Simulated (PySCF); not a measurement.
Method: B3LYP-D3(BJ)/def2-TZVP // r2SCAN-D4/def2-SVP in PySCF 2.14.0. All species are isolated molecules in the gas phase. One relaxed conformer stands for a flexible species; it need not be the lowest. B3LYP has the VWN-RPA correlation part, as in Gaussian. 

Reference species: [Ta(F)4(OH)] (neutral, multiplicity 1).

| Quantity | Result |
|---|---|
| HOMO | -10.36 eV |
| HOMO–LUMO gap | 8.24 eV |
| coordination number | 5 |
| LUMO | -2.12 eV |

After one change: the HOMO rises by 2.06 eV; the HOMO–LUMO gap falls by 1.07 eV; the coordination number is nearly the same; the LUMO increases by 0.99 eV.

Which change was made? The new species is one of these.
A. [Ta(F)3(OH)2]
B. [Ta(OH)5]
C. [Ta(F)(OH)4]
D. [Ta(F)2(OH)3]

B, [Ta(OH)5]
